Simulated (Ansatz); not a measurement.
Al3P2⁺, relaxed as a singlet with RKS PBE-D4/def2-SVP in Ansatz, starting from the GFN1-xTB geometry. Force threshold 0.02 eV/Å.

The restricted singlet is unstable towards broken spin symmetry in Hartree–Fock (as tested in another run); at PBE-D4/def2-SVP this wasn't settled. Another isomer (singlet) lies 0.38 eV lower at PBE0-D4/def2-TZVP; other spin states weren't run for this one.

Start:

Cartesian coordinates in Å:
```
Al -1.723 1.139 -0.246
Al 2.489 1.593 -0.395
Al 0.388 -1.993 0.456
P -1.670 -1.067 0.266
P 0.516 0.328 -0.082
```

```json
{"step": "1", "energy (eV)": "-38329.4311", "largest force component (eV/Å)": "0.551", "SCF passes": "81"}
{"step": "2", "energy (eV)": "-38329.4660", "largest force component (eV/Å)": "0.221", "SCF passes": "34"}
{"step": "3", "energy (eV)": "-38329.4701", "largest force component (eV/Å)": "0.085", "SCF passes": "22"}
{"step": "4", "energy (eV)": "-38329.4719", "largest force component (eV/Å)": "0.010", "SCF passes": "23"}
{"step": "5", "energy (eV)": "-38329.4720", "largest force component (eV/Å)": "0.006", "SCF passes": "16"}
{"step": "6", "energy (eV)": "-38329.4721", "largest force component (eV/Å)": "0.017", "SCF passes": "23"}
{"step": "7", "energy (eV)": "-38329.4730", "largest force component (eV/Å)": "0.037", "SCF passes": "22"}
{"step": "8", "energy (eV)": "-38329.5688", "largest force component (eV/Å)": "0.241", "SCF passes": "26"}
{"step": "9", "energy (eV)": "-38329.6568", "largest force component (eV/Å)": "0.576", "SCF passes": "28"}
{"step": "10", "energy (eV)": "-38329.6680", "largest force component (eV/Å)": "0.310", "SCF passes": "28"}
{"step": "11", "energy (eV)": "-38329.7091", "largest force component (eV/Å)": "0.327", "SCF passes": "22"}
{"step": "12", "energy (eV)": "-38329.7232", "largest force component (eV/Å)": "0.068", "SCF passes": "22"}
{"step": "13", "energy (eV)": "-38329.7461", "largest force component (eV/Å)": "0.151", "SCF passes": "28"}
{"step": "14", "energy (eV)": "-38329.7815", "largest force component (eV/Å)": "0.208", "SCF passes": "27"}
{"step": "15", "energy (eV)": "-38329.8193", "largest force component (eV/Å)": "0.257", "SCF passes": "27"}
{"step": "16", "energy (eV)": "-38329.8639", "largest force component (eV/Å)": "0.232", "SCF passes": "21"}
{"step": "17", "energy (eV)": "-38329.9086", "largest force component (eV/Å)": "0.139", "SCF passes": "22"}
{"step": "18", "energy (eV)": "-38329.9569", "largest force component (eV/Å)": "0.138", "SCF passes": "21"}
{"step": "19", "energy (eV)": "-38330.0174", "largest force component (eV/Å)": "0.232", "SCF passes": "28"}
{"step": "20", "energy (eV)": "-38330.0863", "largest force component (eV/Å)": "0.264", "SCF passes": "28"}
{"step": "21", "energy (eV)": "-38330.1189", "largest force component (eV/Å)": "0.136", "SCF passes": "28"}
{"step": "22 (rejected)", "energy (eV)": "-38330.0924", "largest force component (eV/Å)": "0.531", "SCF passes": "20"}
{"step": "23", "energy (eV)": "-38330.1257", "largest force component (eV/Å)": "0.036", "SCF passes": "22"}
{"step": "24", "energy (eV)": "-38330.1260", "largest force component (eV/Å)": "0.027", "SCF passes": "24"}
{"step": "25", "energy (eV)": "-38330.1262", "largest force component (eV/Å)": "0.003", "SCF passes": "23"}
```

Force components are those of the run's own axes.

End:

```xyz
5

Al   -1.6931    0.8484   -0.6303
Al    1.7398    1.3393    0.7388
Al    0.2179   -1.9840    0.0036
P    -0.6187   -0.1531    1.1811
P     0.3540   -0.0506   -1.2932
```

By distances, no bond broke or formed. The bond that changes most is Al2–P5, from 2.36 to 2.83 Å (atoms count from 1).

The force fell under the threshold at step 4, but the optimiser went on and released 0.654 eV more. No frequencies were taken in this run, so the end may be a saddle point.

Run time 19 s (4 threads of Arm Neoverse V1 on a shared host).
